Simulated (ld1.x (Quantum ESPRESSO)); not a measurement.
**An all-electron radial function and its pseudo partner (calcium)**

Columns: radius, all-electron u(r) and pseudo u(r) of the 4p shell (level -5.91 eV) of calcium in the configuration [Ar] 3d0 4s1 4p0; PBEsol, scalar-relativistic, ultrasoft scheme, ld1.x (Quantum ESPRESSO) 7.5.

```csv
r (bohr),all-electron,pseudo
0.225,0.1287,0.0065
0.450,-0.0351,0.0256
0.675,-0.1881,0.0563
0.900,-0.2352,0.0968
1.125,-0.1979,0.1448
1.350,-0.1138,0.1979
1.575,-0.0109,0.2532
1.800,0.0938,0.3083
2.025,0.1913,0.3606
2.250,0.2772,0.4081
2.475,0.3500,0.4493
2.700,0.4096,0.4830
2.925,0.4566,0.5089
3.150,0.4918,0.5270
3.375,0.5159,0.5377
3.600,0.5296,0.5416
3.825,0.5342,0.5395
4.050,0.5307,0.5324
4.275,0.5205,0.5207
4.500,0.5049,0.5049
4.725,0.4853,0.4853
4.950,0.4628,0.4628
5.175,0.4385,0.4385
5.400,0.4130,0.4130
5.625,0.3872,0.3872
5.850,0.3613,0.3613
```

(1) How many radial nodes do the two functions have?

(2) At about which radius was the pseudo-wave matched?

(3) Where does each function peak?

(4) Is the pseudo-wave norm-conserving?

Results:

(1) The all-electron 4p function has n − l − 1 = 2; the pseudo-wave has 0, since the states of the same l below it are removed with the core.

(2) 4.50 bohr, where the columns begin to agree (steps of 0.23 bohr).

(3) Outermost all-electron maximum near 3.83 bohr, pseudo maximum near 3.60 bohr (to the table’s step).

(4) No, it belongs to an ultrasoft set: the norm inside the radius is not constrained, and the difference is carried by the augmentation charge.
